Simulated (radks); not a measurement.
Effect of the nuclear size on the selenium ion Se3+, [Ar] 3d10 4s2 4p1. Method: Dirac Kohn-Sham, BLYP, spin-unpolarised, spherical densities, finite nucleus; open shells are shared between the two j in proportion to 2j + 1; Fermi nuclear charge, rms radius 4.14 fm; computed with a radial shooting solver on a logarithmic mesh with Libxc functionals. The rms radius is varied about that value; shifts are against it.

| rms radius (fm) | total energy shift (eV) | density at nucleus (e/bohr^3) | 1s1/2 shift (meV) | 2s1/2 shift (meV) | 3p1/2 shift (meV) | 4s1/2 shift (meV) |
|---|---|---|---|---|---|---|
| 3.5438 | -0.125 | 4.023e+04 | -53.0 | -5.26 | 0.088 | -0.088 |
| 3.8668 | -0.0595 | 3.998e+04 | -25.2 | -2.51 | 0.042 | -0.042 |
| 4.14 | 0 | 3.978e+04 | 0.000 | 0.000 | 0.000 | 0.000 |
| 4.5043 | 0.0852 | 3.955e+04 | 36.1 | 3.59 | -0.060 | 0.060 |
| 4.6037 | 0.110 | 3.948e+04 | 46.5 | 4.62 | -0.078 | 0.077 |

Slopes of the eigenvalues against <r^2> in GHz/fm^2, as finite differences over the two radii next to the reference (eigenvalue slopes, not the field-shift constants of lines): 1s1/2 2780, 2s1/2 276, 3p1/2 -4.64, 4s1/2 4.60.
